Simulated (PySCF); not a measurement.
## Electronic absorption of Ta(NH)Br3

Species: Ta(NH)Br3 (singlet state).
SMILES: `[NH]=[Ta]([Br])([Br])[Br]`

Level of theory: TDDFT PBE0/def2-SVPD, vertical, gas phase, core orbitals frozen in the response, def2 core potentials past Kr in PySCF. Isolated species at its PBE0-D3(BJ)/def2-SVP geometry, gas phase. Spin–orbit coupling is left out.

Task: List the vertical singlet excitations with oscillator strengths and describe the spectrum.

Result: 

```tsv
state	λ (nm)	E (eV)	f	|μ| (D)	main configurations (H = HOMO, L = LUMO)
S1	297.5	4.17	0.0001	0.06	H-1/H→L (≥54%), H-1/H→L+1 (≥38%)
S2	289.5	4.28	0.0040	0.50	H-1/H→L (≥77%), H-1/H→L+1 (≥18%)
S3	289.0	4.29	0.0034	0.46	H-1/H→L+1 (≥56%), H-1/H→L (≥40%)
S4	284.5	4.36	0.0059	0.60	H-1/H→L+1 (≥76%), H-1/H→L (≥16%)
S5	248.7	4.99	0.037	1.39	H-2→L (87%)
S6	247.6	5.01	0.032	1.31	H-2→L+1 (86%)
S7	234.0	5.30	0.0000	0.04	H-3→L (72%), H-4→L (22%)
S8	233.0	5.32	0.0000	0.03	H-3→L+1 (85%), H-5→L (8%)
S9	232.2	5.34	0.0006	0.17	H-5→L+1 (43%), H-4→L (41%)
```

Triplets (Tamm–Dancoff): T1 4.02 eV, H-1/H→L (≥71%), H-1/H→L+1 (≥13%); T2 4.04 eV, H-1/H→L (≥91%); T3 4.05 eV, H-1/H→L+1 (≥78%), H-1/H→L (≥14%); T4 4.07 eV, H-1/H→L+1 (≥95%).

The lowest singlet comes at 297 nm (402 kJ/mol) in the ultraviolet; it is dark (f under 0.0005); its leading configuration is HOMO-1/HOMO→LUMO (≥54%). The most intense listed level is S5 at 4.99 eV (249 nm, f = 0.037), 0.82 eV above S1. S2/S3 lie within about 0.01 eV of each other. For S1 the Löwdin share of tantalum is 7% in HOMO-1 and 64% in LUMO (ligand-to-metal charge transfer by this measure); for S5 the Löwdin share of tantalum is at most 2% in HOMO-2 and 64% in LUMO (ligand-to-metal charge transfer by this measure). The listed states span 1.17 eV, and the widest gap between neighbours is 0.63 eV (S4 to S5). Orbital energies (eV): HOMO-3 -9.42, HOMO-2 -8.83, HOMO-1 -8.42, HOMO -8.42, LUMO -2.71, LUMO+1 -2.68, LUMO+2 -1.35. Of the 9 states listed, 2 reach f = 0.01 and 3 stay under 0.0005. All these states lie below the vertical ionisation energy of 10.08 eV (ΔSCF). Orbitals of the list HOMO-3 to LUMO+2 that lie within 0.01 eV of each other are written together with a slash and their weights summed (≥ marks a lower bound); for degenerate orbitals outside that list single weights are arbitrary. Singlets were solved by full linear response, triplets in the Tamm–Dancoff approximation. The highest level found (5.36 eV, f 0.0022 so far) is left out, since the window may have cut off a degenerate partner.

On AMD EPYC, one thread (shared host), this took 6.6 min wall, 5.8 min CPU (grids of density and orbitals included) and 0.93 GiB of memory at its peak.
